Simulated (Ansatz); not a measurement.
Born–Oppenheimer molecular dynamics of BH2OTe (5 atoms, charge 0, multiplicity 2). It starts from a relaxed structure.

Method: UKS PBE/def2-SVP in Ansatz 0.2.0.

```yaml
ensemble: NVT, Langevin thermostat
time_step: 0.25 fs
steps_asked: 150
set_temperature: 300 K
friction: 0.01 /fs
seed: 61795
```

Frames 2.5 fs apart, positions in Å.

Velocities at 7.5 fs (Å/ps):

```
B 2.34 6.05 -2.39
O 6.29 4.97 -0.42
Te -0.85 -0.44 1.19
H -3.31 3.10 1.00
H 7.52 1.66 -5.40
```

```xyz
5
Properties=species:S:1:pos:R:3 time_fs=7.5 energy_less_start_eV=0.046 T=157
B -0.285 0.319 -0.502
O 0.173 -0.757 0.148
Te 1.144 -1.041 1.915
H -0.108 1.423 -0.016
H -0.822 0.235 -1.589
5
Properties=species:S:1:pos:R:3 time_fs=10.0 energy_less_start_eV=0.036 T=139
B -0.280 0.335 -0.506
O 0.187 -0.746 0.146
Te 1.141 -1.043 1.917
H -0.120 1.428 -0.005
H -0.802 0.223 -1.605
5
Properties=species:S:1:pos:R:3 time_fs=12.5 energy_less_start_eV=0.022 T=175
B -0.277 0.351 -0.511
O 0.201 -0.736 0.143
Te 1.140 -1.043 1.919
H -0.138 1.457 0.004
H -0.782 0.187 -1.605
5
Properties=species:S:1:pos:R:3 time_fs=15.0 energy_less_start_eV=0.020 T=166
B -0.275 0.368 -0.514
O 0.214 -0.726 0.139
Te 1.141 -1.044 1.921
H -0.166 1.485 0.009
H -0.770 0.138 -1.603
5
Properties=species:S:1:pos:R:3 time_fs=17.5 energy_less_start_eV=0.024 T=181
B -0.269 0.386 -0.517
O 0.227 -0.714 0.132
Te 1.141 -1.046 1.923
H -0.207 1.494 -0.002
H -0.770 0.092 -1.593
5
Properties=species:S:1:pos:R:3 time_fs=20.0 energy_less_start_eV=0.044 T=176
B -0.264 0.399 -0.517
O 0.241 -0.703 0.122
Te 1.141 -1.047 1.925
H -0.247 1.492 -0.012
H -0.777 0.047 -1.577
5
Properties=species:S:1:pos:R:3 time_fs=22.5 energy_less_start_eV=0.057 T=197
B -0.260 0.408 -0.515
O 0.254 -0.687 0.111
Te 1.142 -1.049 1.928
H -0.286 1.506 -0.024
H -0.784 0.026 -1.559
5
Properties=species:S:1:pos:R:3 time_fs=25.0 energy_less_start_eV=0.059 T=221
B -0.258 0.416 -0.511
O 0.269 -0.671 0.100
Te 1.141 -1.050 1.931
H -0.334 1.538 -0.027
H -0.783 0.045 -1.539
5
Properties=species:S:1:pos:R:3 time_fs=27.5 energy_less_start_eV=0.060 T=189
B -0.257 0.423 -0.502
O 0.282 -0.656 0.090
Te 1.139 -1.051 1.934
H -0.367 1.567 -0.029
H -0.780 0.098 -1.538
5
Properties=species:S:1:pos:R:3 time_fs=30.0 energy_less_start_eV=0.048 T=170
B -0.261 0.431 -0.491
O 0.293 -0.639 0.085
Te 1.138 -1.050 1.936
H -0.382 1.572 -0.036
H -0.781 0.152 -1.563
5
Properties=species:S:1:pos:R:3 time_fs=32.5 energy_less_start_eV=0.047 T=149
B -0.269 0.439 -0.484
O 0.303 -0.623 0.081
Te 1.136 -1.049 1.939
H -0.377 1.560 -0.039
H -0.770 0.201 -1.599
5
Properties=species:S:1:pos:R:3 time_fs=35.0 energy_less_start_eV=0.054 T=121
B -0.277 0.448 -0.480
O 0.313 -0.611 0.078
Te 1.135 -1.046 1.942
H -0.362 1.545 -0.030
H -0.750 0.238 -1.616
```

Of the whole run (38 fs, mean temperature of the second half 174 K): The mean temperature of the second half is 42 % below the set value. A run of 0.037 ps of so small a system gives no equilibrium averages.

Time of the run: 10 min on 1 thread of Intel(R) Xeon(R) Platinum 8488C (Sapphire Rapids), on a shared host, peak memory 0.16 GiB.
